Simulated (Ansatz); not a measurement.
`[CH3][GaH][CH2]Br` and `[CH3][InH][CH2]Br` differ in one element.

Ansatz, PBE0-D4/def2-TZVP geometries, multiplicity 1. Each molecule was computed in one conformer, which needn't be the lowest.

Elements past krypton have def2 core potentials. Scalar relativity is left out up to krypton.

| property | `[CH3][GaH][CH2]Br` |
| --- | --- |
| size of the dipole moment (PBE/def2-TZVPP) / D | 1.53 |
| HOMO–LUMO gap (PBE0/def2-TZVPP) / eV | 6.53 |
| HOMO energy (ωB97M-V/def2-TZVPP) / eV | -9.67 |
| LUMO energy (PBE/def2-TZVPP) / eV | -1.80 |
| HOMO–LUMO gap (B3LYP/def2-TZVPP) / eV | 6.04 |
| LUMO energy (ωB97M-V/def2-TZVPP) / eV | 0.75 |

(1) Give the same properties after the change, and the shifts. (Estimate.)

Results:

(1) Computed: 
| property | `[CH3][InH][CH2]Br` | shift |
| --- | --- | --- |
| size of the dipole moment (PBE/def2-TZVPP) / D | 1.76 | 0.23 |
| HOMO–LUMO gap (PBE0/def2-TZVPP) / eV | 5.79 | -0.74 |
| HOMO energy (ωB97M-V/def2-TZVPP) / eV | -9.22 | 0.45 |
| LUMO energy (PBE/def2-TZVPP) / eV | -2.00 | -0.20 |
| HOMO–LUMO gap (B3LYP/def2-TZVPP) / eV | 5.31 | -0.73 |
| LUMO energy (ωB97M-V/def2-TZVPP) / eV | 0.15 | -0.60 |

With PBE0 the HOMO rises by 0.42 eV and the LUMO falls by 0.31 eV, so the gap narrows by about 0.73 eV. PBE moves the HOMO by 0.37 eV and ωB97M-V by 0.45 eV. Dipoles are sizes alone; their direction can turn.

B3LYP here is the variant with VWN-RPA as its local correlation; programs differ in this.

Spin–orbit coupling is left out; it splits and shifts lone-pair levels of the heavy atoms by tenths of an eV.
